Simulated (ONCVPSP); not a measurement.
Sc: one change to an ONCV potential, before and after

Sc (Z = 21), optimised norm-conserving Vanderbilt (ONCV), made with ONCVPSP 4.0.1 (PBE, scalar-relativistic). Core [Ar], reference 3d1 4s1 4p1. Waves: 4s: rc 2.65 bohr, ncon 3, nbas 6, qcut 2.5 1/bohr, 1 projector; 4p: rc 3.50 bohr, ncon 4, nbas 9, qcut 2.5 1/bohr, 2 projectors, debl 1.1 Ha; 3d: rc 2.45 bohr, ncon 4, nbas 9, qcut 7.6 1/bohr, 2 projectors, debl 0.6 Ha. Local part: polynomial inside 2.00 bohr (lpopt 5, dvloc0 6 Ha). Core correction: Teter function, fcfact 5.5, rcfact 1.65.

Change: reference 3d1 4s1.5; wave 4p: rc 3.50 bohr, ncon 4, nbas 9, qcut 2.5 1/bohr, 2 projectors, debl 1.1 Ha becomes p scattering state at 0.26 Ha: rc 3.50 bohr, ncon 4, nbas 9, qcut 2.5 1/bohr, 2 projectors, debl 1.1 Ha. In the p channel the program set the typed energies aside and used 0.050, 1.150 Ha.

Cutoffs: the cutoffs (Ha) at which the residual kinetic energy of the hardest occupied pseudo-wave falls to 1 and 0.1 mHa per electron; they do not see the model core or the augmentation charge, which bear on the density cutoff. Errors are all-electron minus pseudo energies relative to the spin-unpolarised reference configuration.

Question: What does the change do?

Answer: The potential gets neither clearly harder nor softer (18 Ha and 21 Ha → 18 Ha and 21 Ha); the range in which the p phases agree widens (upper end 1.4 → 3.3); neither file shows a bound ghost.

| quantity | base | changed |
| --- | --- | --- |
| cutoff, loose | 18 Ha | 18 Ha |
| cutoff, tight | 21 Ha | 21 Ha |
| bound ghosts | none | none |
| GHOST(+) flags under 300 eV | none | p at 267.6 eV |
| largest error over its own tests, meV | -310 | -297 |
| s: phases at 2.69 bohr within 0.05 rad from the reference energy up to (Ha; the scan ends near 5) | 1.2 | 1.1 |
| p: phases at 3.54 bohr within 0.05 rad from the reference energy up to (Ha; the scan ends near 5) | 1.4 | 3.3 |
| d: phases at 2.49 bohr within 0.05 rad from the reference energy up to (Ha; the scan ends near 5) | 3.5 | 3.4 |
| rms error of d²Exc/dni dnj with the model core, mHa | 12.81 | 18.18 |
